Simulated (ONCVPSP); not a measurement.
u(r) = r·R(r): atom against pseudo-atom (scandium)

Columns: radius, all-electron u(r) and pseudo u(r) of the 3p shell (level -33.57 eV) of scandium in the configuration [Ne] 3s2 3p6 3d1 4s2; LDA (Perdew-Wang 92), scalar-relativistic, ONCV scheme, ONCVPSP 4.0.1.

```json
{"r (bohr)": "0.123", "all-electron": "-0.4329", "pseudo": "0.0450"}
{"r (bohr)": "0.245", "all-electron": "-0.4419", "pseudo": "0.1692"}
{"r (bohr)": "0.368", "all-electron": "-0.0850", "pseudo": "0.3487"}
{"r (bohr)": "0.490", "all-electron": "0.3246", "pseudo": "0.5457"}
{"r (bohr)": "0.613", "all-electron": "0.6530", "pseudo": "0.7287"}
{"r (bohr)": "0.735", "all-electron": "0.8619", "pseudo": "0.8678"}
{"r (bohr)": "0.858", "all-electron": "0.9668", "pseudo": "0.9515"}
{"r (bohr)": "0.980", "all-electron": "0.9914", "pseudo": "0.9774"}
{"r (bohr)": "1.103", "all-electron": "0.9624", "pseudo": "0.9549"}
{"r (bohr)": "1.225", "all-electron": "0.9010", "pseudo": "0.8984"}
{"r (bohr)": "1.348", "all-electron": "0.8217", "pseudo": "0.8212"}
{"r (bohr)": "1.470", "all-electron": "0.7362", "pseudo": "0.7361"}
{"r (bohr)": "1.593", "all-electron": "0.6498", "pseudo": "0.6498"}
{"r (bohr)": "1.715", "all-electron": "0.5681", "pseudo": "0.5680"}
{"r (bohr)": "1.838", "all-electron": "0.4919", "pseudo": "0.4919"}
{"r (bohr)": "1.960", "all-electron": "0.4237", "pseudo": "0.4237"}
{"r (bohr)": "2.083", "all-electron": "0.3626", "pseudo": "0.3626"}
{"r (bohr)": "2.205", "all-electron": "0.3094", "pseudo": "0.3093"}
{"r (bohr)": "2.328", "all-electron": "0.2627", "pseudo": "0.2627"}
{"r (bohr)": "2.450", "all-electron": "0.2227", "pseudo": "0.2227"}
{"r (bohr)": "2.573", "all-electron": "0.1881", "pseudo": "0.1881"}
{"r (bohr)": "2.695", "all-electron": "0.1588", "pseudo": "0.1588"}
{"r (bohr)": "2.818", "all-electron": "0.1336", "pseudo": "0.1336"}
{"r (bohr)": "2.940", "all-electron": "0.1124", "pseudo": "0.1124"}
{"r (bohr)": "3.063", "all-electron": "0.0943", "pseudo": "0.0943"}
{"r (bohr)": "3.185", "all-electron": "0.0791", "pseudo": "0.0791"}
```

Task: How many radial nodes do the two functions have?

Result: The all-electron 3p function has n − l − 1 = 1; the pseudo-wave has 0, since the states of the same l below it are removed with the core.

Task: At about which radius was the pseudo-wave matched?

Result: 1.70 bohr. The columns agree to 0.0005 from 1.35 bohr on; several derivatives are matched, so the curves merge somewhat inside the radius.

Task: Is the pseudo-wave norm-conserving?

Result: Yes: the ONCV scheme keeps the norm inside the radius equal to the all-electron one, which fixes the energy derivative of the logarithmic derivative at the level.
